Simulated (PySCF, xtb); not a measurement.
In(I)3 anion (I3In), SMILES [I][In]([I])[I] (connectivity only; charge and spin as stated), charge -1, multiplicity 2.

Harmonic wavenumbers (cm⁻¹) from GFN2-xTB (xtb) at its own minimum, in rising order: 35, 36, 40, 133, 158, 158.

Q: What does r2SCAN-D4/def2-SVPD run with PySCF 2.14.0 give at its own minimum? (The exact figures need the calculation; the answer reports its results.)

A: 36, 36, 49, 129, 157, 157. Paired by order, the mean absolute difference is 2 cm⁻¹ and the zero-point energies are 0.8 and 0.8 kcal/mol.
